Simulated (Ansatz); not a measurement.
Isolated molecules relaxed with PBE0-D4/def2-TZVP in Ansatz; ΔE leaves out vibrations. CCSD(T)/CBS adds triple-zeta CCSD(T) − MP2 to the extrapolated MP2 energy (def2 sets, frozen cores). This one scheme is used for every species. Functionals use def2-TZVPP. One conformer a species, not always the lowest.

`Cc1ccc(N(C)C)cc1` + H–F → `Cc1ccc(F)cc1` + `CNC`  (substitution at a C–N bond)

`Cc1ccc(N(C)C)cc1`:

Z-matrix (Å, degrees):
```
C
C 1 1.498
H 1 1.092 2 111.3
H 1 1.092 2 111.4 3 120.5
H 1 1.095 2 111.4 3 -119.8
C 2 1.390 1 121.6 3 -153.9
C 2 1.390 1 121.7 3 26.9
C 6 1.383 2 122.1 1 -178.6
H 6 1.086 2 119.3 1 1.9
C 7 1.384 2 122.1 1 178.6
H 7 1.086 2 119.3 1 -1.9
C 8 1.403 6 121.0 2 0.5
H 8 1.081 6 118.6 2 -179.2
H 10 1.081 7 118.6 2 179.2
N 12 1.381 8 121.5 6 178.2
C 15 1.438 12 118.8 8 167.8
C 15 1.438 12 118.8 8 12.6
H 16 1.101 15 113.0 12 -60.8
H 16 1.089 15 109.1 12 178.8
H 16 1.093 15 111.0 12 60.7
H 17 1.089 15 109.1 12 -178.9
H 17 1.101 15 113.0 12 60.6
H 17 1.093 15 111.1 12 -60.8
```

H–F:

```xyz
2

F    -0.323   -0.037   -0.326
H     0.323    0.037    0.326
```

`Cc1ccc(F)cc1`:

Z-matrix (Å, degrees):
```
C
C 1 1.499
H 1 1.092 2 111.4
H 1 1.094 2 111.1 3 119.6
H 1 1.092 2 111.4 3 -120.7
C 2 1.392 1 121.0 3 151.2
C 2 1.392 1 121.0 3 -29.9
C 6 1.386 2 121.5 1 178.6
H 6 1.085 2 119.4 1 -1.6
C 7 1.386 2 121.5 1 -178.6
H 7 1.085 2 119.4 1 1.6
C 8 1.380 6 118.6 2 0.1
H 8 1.083 6 121.7 2 179.8
H 10 1.083 7 121.7 2 -179.8
F 12 1.341 8 119.1 6 179.8
```

`CNC`:

Z-matrix (Å, degrees):
```
C
N 1 1.445
H 1 1.094 2 109.4
H 1 1.092 2 110.0 3 117.9
H 1 1.104 2 114.0 3 -120.2
C 2 1.445 1 112.8 3 65.3
H 2 1.011 1 109.8 3 -171.9
H 6 1.104 2 114.0 1 54.9
H 6 1.094 2 109.4 1 -65.3
H 6 1.092 2 110.0 1 176.8
```

```tsv
species	r2SCAN-D4 energy (Eh)
`Cc1ccc(N(C)C)cc1`	-405.44266
H–F	-100.44667
`Cc1ccc(F)cc1`	-370.74865
`CNC`	-135.12984
```

Work out ΔE.

ΔE = (-370.74865) + (-135.12984) − (-405.44266) − (-100.44667) = 0.01084 Eh = +28.5 kJ/mol. CCSD(T)/CBS gives +40.8 kJ/mol.

Largest T1 diagnostic among the species: 0.011.

Leaving LDA and LC-ωPBE aside and taking each functional with its dispersion term where it has one, the values, not all of them listed here, spread over 21.6 kJ/mol, from B97M-V to revPBE-D4. LDA lies +25.0 kJ/mol from PBE without D4. At CCSD(T), def2-SVP lies −8.5 kJ/mol from the extrapolated value and def2-TZVPP −3.2 kJ/mol. From BLYP to BHLYP (50 % exact exchange), in def2-TZVPP and without D4, ΔE moves by +7.1 kJ/mol.
